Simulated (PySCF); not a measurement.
A structure optimised at TPSSh-D3(BJ)/def2-SVP, used in a PySCF frequency run:

```
B
N 1 1.4048
H 2 1.0150 1 123.35
H 2 1.0150 3 113.30 1 180.00
C 1 1.5892 2 119.68 3 180.00
H 5 1.1030 1 114.30 2 0.00
H 5 1.1050 6 107.67 1 -123.23
H 5 1.1050 6 107.67 7 -113.55
C 1 1.5892 2 119.68 3 0.00
H 9 1.1030 1 114.30 2 0.00
H 9 1.1050 10 107.67 1 -123.23
H 9 1.1050 10 107.67 11 -113.55
```
Charge 0, spin multiplicity 1.

Question: Write its SMILES, formula and point group.

Answer: CB(C)N, C2H8BN, C2v

Question: What are its rotational constants (standard atomic weights)?

Answer: 8.1644, 7.2984, 4.0466 GHz
